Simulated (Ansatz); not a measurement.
```yaml
crystal:
  periodic: [false, false, false]
  atoms:
    - {symbol: C, position_ang: [3.117617, -1.691879, 4.578536]}
    - {symbol: C, position_ang: [1.946505, 1.351201, 3.807048]}
    - {symbol: C, position_ang: [0.080635, 2.608349, 6.288438]}
    - {symbol: Ge, position_ang: [-0.238351, 1.351940, 0.042928]}
    - {symbol: C, position_ang: [-3.769695, -1.196079, 0.316634]}
    - {symbol: C, position_ang: [-6.323965, 0.003733, -1.491172]}
    - {symbol: C, position_ang: [-3.090749, -4.377409, -0.495643]}
    - {symbol: C, position_ang: [2.367702, 0.153609, -3.228113]}
    - {symbol: C, position_ang: [0.838773, 0.482148, -6.191751]}
    - {symbol: C, position_ang: [5.240585, 1.875771, -3.155288]}
    - {symbol: H, position_ang: [4.498609, -2.608941, 2.835312]}
    - {symbol: H, position_ang: [1.320903, -3.244759, 4.974614]}
    - {symbol: H, position_ang: [4.443150, -1.623650, 6.590889]}
    - {symbol: H, position_ang: [3.821196, 2.826051, 3.450250]}
    - {symbol: H, position_ang: [-1.855422, 1.240622, 6.713031]}
    - {symbol: H, position_ang: [1.333096, 2.712765, 8.345811]}
    - {symbol: H, position_ang: [-0.696014, 4.829599, 5.793532]}
    - {symbol: H, position_ang: [-1.258645, 4.556995, -0.565254]}
    - {symbol: H, position_ang: [-4.406654, -1.132629, 2.642951]}
    - {symbol: H, position_ang: [-8.286032, -1.372790, -1.226664]}
    - {symbol: H, position_ang: [-5.800797, 0.049267, -3.840033]}
    - {symbol: H, position_ang: [-6.905712, 2.244186, -0.845088]}
    - {symbol: H, position_ang: [-1.319082, -5.307416, 0.836616]}
    - {symbol: H, position_ang: [-2.433487, -4.575315, -2.802191]}
    - {symbol: H, position_ang: [-5.033829, -5.771649, -0.192345]}
    - {symbol: H, position_ang: [2.863022, -2.180870, -2.875058]}
    - {symbol: H, position_ang: [0.204860, 2.769616, -6.594717]}
    - {symbol: H, position_ang: [-1.152481, -0.855458, -6.345153]}
    - {symbol: H, position_ang: [2.297075, -0.184373, -7.992542]}
    - {symbol: H, position_ang: [6.687894, 1.213052, -4.966049]}
    - {symbol: H, position_ang: [6.451006, 1.543013, -1.104967]}
    - {symbol: H, position_ang: [4.847083, 4.240237, -3.390142]}
basis:
  gaussian: {orbitals: def2-TZVPP}
magnetization: {spin_polarized: true, initial_magnetization: 0}
hamiltonian: {xc: {name: r2SCAN50}}
accuracy: high
output: {forces: true}
```

```sh
$ ansatz run in.yaml --threads 11 --pin off --events-out ev --progress --plain --max-ram 110592MiB --backend cuda --devices 0, --max-vram 75GiB
```

Shortened log:

```
Functional definition: r2SCAN50
9857 factors; integrals over basis functions are off by at most 4.6e-7 eV
mean field evaluation 1: about -66005.3529 eV, gradient 4.5e1 eV
mean field evaluation 2: about -64466.3893 eV, gradient 3.2e2 eV
mean field evaluation 4: about -65474.6307 eV, gradient 1.9e2 eV
mean field evaluation 8: about -66049.8224 eV, gradient 6.6e0 eV
mean field evaluation 16: about -66050.8743 eV, gradient 1.7e-1 eV
mean field evaluation 32: about -66085.5493 eV, gradient 5.5e-2 eV
mean field evaluation 64: about -66085.1829 eV, gradient 1.2e0 eV
mean field evaluation 96: about -66085.0199 eV, gradient 1.1e0 eV
mean field evaluation 160: about -66085.5373 eV, gradient 1.0e-1 eV
mean field -66085.54946896 eV, -2428.5991485899 hartree, gradient 2.0e-8 eV, S^2 18.129969; 8 other end points of the search recorded, 0 dependent functions left out
reference -66085.54947761 eV, -2428.5991489077 hartree; 54, 54 occupied and 581, 581 virtual orbitals, 9857 factors
Total energy: -66085.54947761 eV, -2428.5991489077 hartree
Atom 0 at     3.117617    -1.691879     4.578536 Å, force     0.204042    -0.606641     0.122161 eV/Å
Atom 1 at     1.946505     1.351201     3.807048 Å, force     0.424128     0.307793     0.019500 eV/Å
Atom 2 at     0.080635     2.608349     6.288438 Å, force    -0.386137     0.243635     0.454675 eV/Å
Atom 3 at    -0.238351     1.351940     0.042928 Å, force     0.015200     0.320851    -0.058248 eV/Å
Atom 4 at    -3.769695    -1.196079     0.316634 Å, force    -0.247531    -0.096682     0.524890 eV/Å
Atom 5 at    -6.323965     0.003733    -1.491172 Å, force    -0.476171     0.281058    -0.373961 eV/Å
Atom 6 at    -3.090749    -4.377409    -0.495643 Å, force     0.159269    -0.613062    -0.164582 eV/Å
Atom 7 at     2.367702     0.153609    -3.228113 Å, force     0.135946    -0.533405    -0.003105 eV/Å
Atom 8 at     0.838773     0.482148    -6.191751 Å, force    -0.321312     0.074098    -0.554008 eV/Å
Atom 9 at     5.240585     1.875771    -3.155288 Å, force     0.546419     0.360528     0.050466 eV/Å
Atom 10 at     4.498609    -2.608941     2.835312 Å, force    -0.361301     0.254513     0.436549 eV/Å
Atom 11 at     1.320903    -3.244759     4.974614 Å, force     0.445180     0.414121    -0.108745 eV/Å
Atom 12 at     4.443150    -1.623650     6.590889 Å, force    -0.331822     0.017910    -0.493405 eV/Å
Atom 13 at     3.821196     2.826051     3.450250 Å, force    -0.474635    -0.360844     0.062047 eV/Å
Atom 14 at    -1.855422     1.240622     6.713031 Å, force     0.500312     0.335526    -0.127938 eV/Å
Atom 15 at     1.333096     2.712765     8.345811 Å, force    -0.282015    -0.038528    -0.524132 eV/Å
Atom 16 at    -0.696014     4.829599     5.793532 Å, force     0.210080    -0.575660     0.106897 eV/Å
Atom 17 at    -1.258645     4.556995    -0.565254 Å, force     0.094496    -0.309001     0.058588 eV/Å
Atom 18 at    -4.406654    -1.132629     2.642951 Å, force     0.170792    -0.008908    -0.579635 eV/Å
Atom 19 at    -8.286032    -1.372790    -1.226664 Å, force     0.497965     0.315553    -0.041788 eV/Å
Atom 20 at    -5.800797     0.049267    -3.840033 Å, force    -0.113330    -0.017314     0.609339 eV/Å
Atom 21 at    -6.905712     2.244186    -0.845088 Å, force     0.167681    -0.584725    -0.156796 eV/Å
Atom 22 at    -1.319082    -5.307416     0.836616 Å, force    -0.456916     0.261612    -0.335561 eV/Å
Atom 23 at    -2.433487    -4.575315    -2.802191 Å, force    -0.168716     0.076313     0.588648 eV/Å
Atom 24 at    -5.033829    -5.771649    -0.192345 Å, force     0.465352     0.372060    -0.064286 eV/Å
Atom 25 at     2.863022    -2.180870    -2.875058 Å, force    -0.136331     0.585708    -0.074452 eV/Å
Atom 26 at     0.204860     2.769616    -6.594717 Å, force     0.169507    -0.578410     0.125733 eV/Å
Atom 27 at    -1.152481    -0.855458    -6.345153 Å, force     0.518503     0.340090     0.062426 eV/Å
Atom 28 at     2.297075    -0.184373    -7.992542 Å, force    -0.336512     0.156881     0.467443 eV/Å
Atom 29 at     6.687894     1.213052    -4.966049 Å, force    -0.379353     0.138917     0.433805 eV/Å
Atom 30 at     6.451006     1.543013    -1.104967 Å, force    -0.331245     0.075071    -0.524269 eV/Å
Atom 31 at     4.847083     4.240237    -3.390142 Å, force     0.078456    -0.609059     0.061744 eV/Å
Dipole moment:    -0.052662    -0.073947     0.014483 e Å
```

Task: Something in this input is off. What?

Result: The geometry is stretched to more than twice its size. The calculation finished and met its thresholds. The result belongs to that input, not to the molecule as meant.
